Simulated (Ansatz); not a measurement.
Computed with Ansatz on PBE0-D4/def2-TZVP structures; ΔE is electronic, products minus reactants. CBS: MP2 limit from def2 TZ/QZ plus the TZ coupled-cluster correction, frozen cores. This one scheme is used for every species. DFT in def2-TZVPP. B3LYP here is the variant with VWN-RPA as its local correlation; programs differ in this. One conformer a species, not always the lowest.

Reaction (formal exchange of groups at the Si–S bond): `C[SiH2]S[SiH3]` + `[SiH3]Cl` → `C[SiH2][SiH2]Cl` + `[SiH3]S`

Q: Is it downhill or uphill in electronic energy at CCSD(T)/CBS, and by how much? (An estimate is asked.)

A: Computed: Uphill: ΔE = +69.0 kJ/mol.

Q: What do these levels give: PBE-D4, B3LYP, BHLYP, HF/def2-TZVPP, SCS-MP2/def2-TZVPP, HF/def2-QZVPP? (Estimate.)

A: Ansatz gave: PBE-D4 55.9, B3LYP 62.1, BHLYP 68.3, HF/def2-TZVPP 74.1, SCS-MP2/def2-TZVPP 75.6, HF/def2-QZVPP 74.6 kJ/mol.

Largest T1 diagnostic among the species: 0.011.

At CCSD(T), def2-SVP lies −7.1 kJ/mol from the extrapolated value and def2-TZVPP −2.0 kJ/mol. Leaving LDA and LC-ωPBE aside and taking each functional with its dispersion term where it has one, the values, not all of them listed here, spread over 14.8 kJ/mol, from PBE-D4 to ωB97M-V.
